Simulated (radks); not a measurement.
Effect of the nuclear size on the chlorine ion Cl+, [Ne] 3s2 3p4. All-electron calculation, Dirac Kohn-Sham, relativistic LDA (MacDonald-Vosko exchange, VWN5 correlation), spin-unpolarised, spherical densities, finite nucleus; open shells are shared between the two j in proportion to 2j + 1; Fermi nuclear charge, rms radius 3.3654 fm. Program: a radial shooting solver on a logarithmic mesh with Libxc functionals. The rms radius is varied about that value; shifts are against it.

rms radius (fm)	total energy shift (eV)	density at nucleus (e/bohr^3)	1s1/2 shift (meV)	2s1/2 shift (meV)
2.7933	-0.00433	3570	-1.82	-0.132
3.2375	-0.00104	3560	-0.434	-0.032
3.3654	0	3557	0.000	0.000
3.6144	0.00213	3552	0.893	0.065
4.0149	0.00587	3545	2.46	0.179

Slopes of the eigenvalues against <r^2> in GHz/fm^2, as finite differences over the two radii next to the reference (eigenvalue slopes, not the field-shift constants of lines): 1s1/2 124, 2s1/2 9.04.
